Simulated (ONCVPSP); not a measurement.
**Reading a pseudo-wave (aluminium (Al))**

Columns: radius, all-electron u(r) and pseudo u(r) of the 3p shell (level -2.71 eV) of aluminium in the configuration [Ne] 3s2 3p1; PBE, scalar-relativistic, ONCV scheme, ONCVPSP 4.0.1.

```csv
r (bohr),all-electron,pseudo
0.145,-0.1177,0.0049
0.290,-0.2059,0.0196
0.435,-0.2032,0.0438
0.580,-0.1439,0.0766
0.725,-0.0589,0.1166
0.870,0.0335,0.1618
1.015,0.1236,0.2099
1.160,0.2066,0.2594
1.305,0.2803,0.3086
1.450,0.3442,0.3565
1.595,0.3989,0.4019
1.740,0.4447,0.4434
1.885,0.4818,0.4795
2.030,0.5106,0.5089
2.175,0.5319,0.5310
2.320,0.5463,0.5461
2.465,0.5548,0.5547
2.610,0.5580,0.5580
2.755,0.5568,0.5568
2.900,0.5518,0.5518
3.045,0.5437,0.5436
3.190,0.5330,0.5330
3.335,0.5202,0.5202
3.480,0.5059,0.5059
3.625,0.4903,0.4903
3.770,0.4739,0.4739
```

Problem. How many radial nodes do the two functions have?

Solution. The all-electron 3p function has n − l − 1 = 1; the pseudo-wave has 0, since the states of the same l below it are removed with the core.

Problem. At about which radius was the pseudo-wave matched?

Solution. 2.90 bohr. The columns agree to 0.0005 from 2.32 bohr on; several derivatives are matched, so the curves merge somewhat inside the radius.

Problem. Where does each function peak?

Solution. Outermost all-electron maximum near 2.61 bohr, pseudo maximum near 2.61 bohr (to the table’s step).

Problem. Is the pseudo-wave norm-conserving?

Solution. Yes: the ONCV scheme keeps the norm inside the radius equal to the all-electron one, which fixes the energy derivative of the logarithmic derivative at the level.
